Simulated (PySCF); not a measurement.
Atoms are numbered as in `[CH3:1][CH2:2][c:3]1[n:4][cH:5][cH:6][nH:7]1`. Each H is labelled by its parent atom.

PySCF 2.14 calculation with structure optimised with GFN2-xTB and σ from GIAO-PBE0/pcSseg-1; non-relativistic, a single conformation, rapidly exchanging positions averaged, no solvent model.

List the cross peaks expected in HSQC, COSY and HMBC spectra.

Results:



HSQC (one-bond C–H):
```
          δH          δC
7.16 (H(C5))  134.8 (C5)
6.82 (H(C6))  117.8 (C6)
2.73 (H(C2))   27.2 (C2)
1.24 (H(C1))   19.0 (C1)
```

COSY cross peaks (H two or three bonds apart, from the bond graph; peaks can be absent where the dihedral angle is near 90°):
```
          δH            δH
7.16 (H(C5))  6.82 (H(C6))
2.73 (H(C2))  1.24 (H(C1))
```

HMBC (two and three bonds, from the bond graph; two-bond peaks within aromatic rings are usually weak or absent):
```
          δH                      δC
7.16 (H(C5))  151.4 (C3), 117.8 (C6)
6.82 (H(C6))  151.4 (C3), 134.8 (C5)
2.73 (H(C2))   151.4 (C3), 19.0 (C1)
1.24 (H(C1))   151.4 (C3), 27.2 (C2)
```

Shifts are taken against calculated references (same method and geometry level): ¹H and ¹³C against TMS.

The OH or NH signal is concentration- and solvent-dependent in practice; the value given is the gas-phase one. Shifts are as computed. Against solution values, carbons near 30 ppm lie about +3 ppm off and those near 130 ppm about +5 ppm (rms about the fit 2.1 ppm; single classes can miss by 10 ppm). Of 1328 compounds with measured shifts, 309 miss one by over three times the rms of a fit or turn the order of signals round; such compounds aren't used in these exercises. Signals without a measured value on file couldn't be tested in this way; 1H shifts scatter by 0.2 ppm about their fit, and single ones miss by 0.5 ppm.
